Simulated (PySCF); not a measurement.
Multinuclear NMR of ethyl methacrylate

Atoms are numbered as in `[CH2:1]=[C:2]([CH3:3])[C:4](=[O:5])[O:6][CH2:7][CH3:8]`; H(Xn) means a hydrogen on atom n. Ha(C1) is cis to C3; Hb(C1) is trans to C3.

[PySCF: B3LYP/pcJ-1 coupling constants (without the spin–dipole term); PBE0/pcSseg-1 with gauge-including orbitals; geometry from PBE0-D3(BJ)/def2-SVP; one computed conformer; equivalent nuclei averaged; no solvent; relativity neglected]

Task: Predict the 17O NMR data.

Result: 
```tsv
atoms	environment	σ (ppm)	δ (ppm)
O5	ester carbonyl oxygen	-99.8	353.1
O6	ester alkoxy oxygen	133.9	144.6
```

Shieldings were converted by a linear fit to measured shifts: 17O (scatter 13.4 ppm rms, 14.2 ppm with the 1 outlier that the fit left out vs liquid water, solution or neat liquid). Occasional misses reach two or three times the rms, and more in compound classes unlike the fitted ones. Couplings are scaled by factors fitted to measured values: 2J(H,H) × 0.91 (rms 0.6 Hz), 3J(H,H) × 0.91 (rms 0.4 Hz, 0.5 with 2 outliers); all others are unscaled and can be 10–30 % off.

Couplings (the largest are listed; each averaged over equivalent pairs; quadrupolar broadening usually hides them): 1J(C4,O6) = 33.9 Hz, 1J(C4,O5) = 29.2 Hz, 1J(O6,C7) = 20.3 Hz, 2J(C2,O6) = -18.0 Hz, 2J(O6,C8) = -10.3 Hz, 2J(C2,O5) = -3.8 Hz, 2J(O6,H(C7)) = -2.1 Hz, 3J(O6,H(C8)) = -6.2 Hz, 3J(C1,O5) = -2.3 Hz, 3J(O5,C7) = -2.2 Hz, 3J(C1,O6) = -2.1 Hz, 3J(C3,O6) = -1.1 Hz.

On a 400 MHz spectrometer 17O resonates near 54.2 MHz, so 1 ppm is 54.2 Hz.
